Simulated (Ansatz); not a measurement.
Geometry optimisation, RHF/def2-SVP in Ansatz.

Input:

```yaml
crystal:
  periodic: [false, false, false]
  atoms:
    - { symbol: Al, position_ang: [0.0, 0.0, 0.0] }
    - { symbol: Cl, position_ang: [0.0, 0.0, 2.23] }
    - { symbol: "N", position_ang: [1.6627, 0.0, -0.96] }
    - { symbol: H, position_ang: [2.1293, -0.9179, -1.2118] }
    - { symbol: H, position_ang: [2.1141, 0.9179, -1.2382] }
    - { symbol: O, position_ang: [-1.5415, 0.0, -0.89] }
    - { symbol: H, position_ang: [-2.0512, -0.8467, -0.6815] }
basis:
  gaussian: { orbitals: def2-SVP }
hamiltonian:
  xc: hf
relax:
  f_tol: 0.02
  max_steps: 40
```

Command:

```bash
$ ansatz run input.yaml --threads 1 --pin off --max-ram 2048MiB --backend cpu --events-out ev --progress --plain --runs-dir out
```

Q: Where does it end, and by what steps?

A: The run converged. After 10 steps the energy has fallen by 1.374 eV; H5 moved furthest, 1.03 Å.

| step | energy less start (eV) | largest force component (eV/Å) | accepted |
| --- | --- | --- | --- |
| 0 | 0.0000 | 2.974 | yes |
| 1 | -0.7743 | 1.766 | yes |
| 2 | -0.8287 | 2.466 | yes |
| 3 | -1.0251 | 0.906 | yes |
| 4 | -1.0935 | 0.524 | yes |
| 5 | -1.1338 | 1.304 | yes |
| 6 | -1.2570 | 0.505 | yes |
| 7 | -1.3371 | 0.259 | yes |
| 8 | -1.3727 | 0.070 | yes |
| 9 | -1.3734 | 0.087 | yes |
| 10 | -1.3739 | 0.006 | yes |

```xyz
7
Properties=species:S:1:pos:R:3
Al 0.066 -0.079 -0.053
Cl -0.035 0.487 1.974
N 1.599 0.007 -0.894
H 1.732 -0.242 -1.855
H 2.465 0.306 -0.489
O -1.311 -0.607 -0.854
H -2.203 -0.719 -0.582
```

The run took 17 s on 1 thread of Arm Neoverse V1 (shared host), peak memory 0.14 GiB.
